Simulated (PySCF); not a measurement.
NMR data sheet: 2-Chloronaphthalene

```
Formula                               : C10H7Cl
SMILES                                : Clc1ccc2ccccc2c1
InChI                                 : InChI=1S/C10H7Cl/c11-10-6-5-8-3-1-2-4-9(8)7-10/h1-7H
Point group of the computed structure : Cs
Degrees of unsaturation               : 7
Carbon signals                        : 10
Proton signals                        : 7
```

Numbering as in the mapped SMILES `[Cl:1][c:2]1[cH:3][cH:4][c:5]2[cH:6][cH:7][cH:8][cH:9][c:10]2[cH:11]1` (H(Xn): hydrogen on atom n).

PySCF calculation with σ from GIAO-PBE0/pcSseg-1 and coordinates at the GFN2-xTB level; in vacuum, non-relativistic, a single conformation.

Shifts are taken against calculated references (same method and geometry level): ¹H (31.72 ppm), ¹³C (186.93 ppm) against TMS.

| carbon | δC, type | δH (multiplicity) | HMBC from (2–3 bonds) | span of the C tensor (ppm) |
| --- | --- | --- | --- | --- |
| C2 | 143.6, C | – | H(C11), H(C4), H(C3) | 177 |
| C3 | 132.9, CH | 7.78 (d) | H(C11), H(C4) | 199 |
| C4 | 135.2, CH | 8.09 (d) | H(C6), H(C3) | 206 |
| C5 | 135.3, C | – | H(C6), H(C11), H(C4), H(C9), H(C7), H(C3) | 217 |
| C6 | 134.0, CH | 8.13 (d) | H(C4), H(C8), H(C7) | 213 |
| C7 | 131.7, CH | 7.84 (m) | H(C6), H(C9), H(C8) | 231 |
| C8 | 132.7, CH | 7.89 (m) | H(C6), H(C9), H(C7) | 233 |
| C9 | 133.1, CH | 8.08 (d) | H(C11), H(C8), H(C7) | 210 |
| C10 | 137.9, C | – | H(C6), H(C11), H(C4), H(C9), H(C8) | 212 |
| C11 | 133.3, CH | 8.12 (s) | H(C9), H(C3) | 181 |

Carbon types of the structure: 3 × C, 7 × CH, which accounts for all hydrogens. δC 143.6: aromatic carbon bearing chlorine. δC 137.9, 135.3: ring-fusion aromatic carbon. δC 135.2, 134.0, 133.3, 133.1, 132.9, 132.7, 131.7: aromatic CH; the aromatic region. δH 8.13, 8.12, 8.09, 8.08, 7.89, 7.84, 7.78: hydrogen on an aromatic CH; the ring current deshields protons in the ring plane.

Carbons that carry Cl, above all several Cl atoms, come out too deshielded, partly because spin–orbit coupling is missing. Shifts are as computed. Against solution values, carbons near 30 ppm lie about +3 ppm off and those near 130 ppm about +5 ppm; carbons on Cl a further +6 ppm. Of 1211 compounds with measured shifts, 218 miss one by over three times the rms of a fit or turn the order of signals round; such compounds aren't used in these exercises. No couplings were computed; multiplicities are counted from neighbouring protons, with m where these are inequivalent, close in shift, in a saturated or five-membered ring or joined by F or P, and br s for small geminal =CH2 splittings.
